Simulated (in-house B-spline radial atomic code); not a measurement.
PBE hybrid excitations of Rb+

Method: PBE hybrid with 0.5 exact exchange. Computed with a B-spline radial code for spherical atoms: linear response of the closed shell [Ar] 3d10 4s2 4p6 with the functional's adiabatic kernel; scalar-relativistic (spin-free one-electron X2C), finite nucleus, no spin-orbit coupling, no double excitations, S, P, D and F terms only; shells from n = 2 respond. Only terms of natural parity with L up to 3 were computed.

Command:
```bash
python run_td.py task.json out
```
Settings (radii: box in bohr, nucleus in fm):
```
Z                        37
electrons                36
configuration            [Ar] 3d10 4s2 4p6
hamiltonian              x2c
method                   pbeh
box_radius               41.61
exact_exchange_fraction  0.5
rms_radius               4.2036
intervals                75
```

Run time, properties included: 3.9 s on 1 thread of Arm Neoverse N1 (shared host).

The lowest states, in the order of their Tamm-Dancoff energies; the method's threshold (minus the highest occupied level) is 25.133 eV. Labels give the largest channel, * marks a mixed state, and oscillator strengths are full-response dipole values. Semilocal kernels can invert the small singlet-triplet splittings of Rydberg terms. Energies in eV:

| state | full response | Tamm-Dancoff | oscillator strength |
| --- | --- | --- | --- |
| 4p → 5s 3P | 16.605 | 16.623 | - |
| 4p → 5s 1P | 17.032 | 17.041 | 0.491 |
| 4p → 4d 3P | 17.640 | 17.688 | - |
| 4p → 4d 3F | 17.803 | 17.926 | - |
| 4p → 4d 1F | ? | ? | - |
| 4p → 5p 3S | 18.951 | 18.971 | - |
| 4p → 5p 3D | 19.351 | 19.362 | - |
| 4p → 5p 1D | ? | ? | - |
| 4p → 5p 1S | 20.151 | 20.221 | - |
| 4p → 4d 1P | 20.714 | 20.896 | 1.81 |
| 4p → 6s 3P | 21.721 | 21.723 | - |
| 4p → 6s 1P | 21.794 | 21.796 | 0.106 |
| 4p → 5d 3P | 22.272 | 22.277 | - |
| 4p → 5d 3F | 22.311 | 22.323 | - |
| 4p → 6p 3S | 22.386 | 22.391 | - |
| 4p → 5d 1F | 22.455 | 22.457 | - |

Where does 4p → 4d 1F lie?

At 18.886 eV in full response, 18.897 eV in Tamm-Dancoff.

Where does 4p → 5p 1D lie?

At 19.508 eV in full response, 19.511 eV in Tamm-Dancoff.

How large is the singlet-triplet splitting of 4p → 5s (P terms) in Tamm-Dancoff?

0.418 eV, from the unrounded values.

What polarisabilities and dispersion coefficient does the method give?

Dipole 9.115 bohr³, quadrupole 35.61 bohr⁵, C6 55.18 hartree·bohr⁶ for two such species.
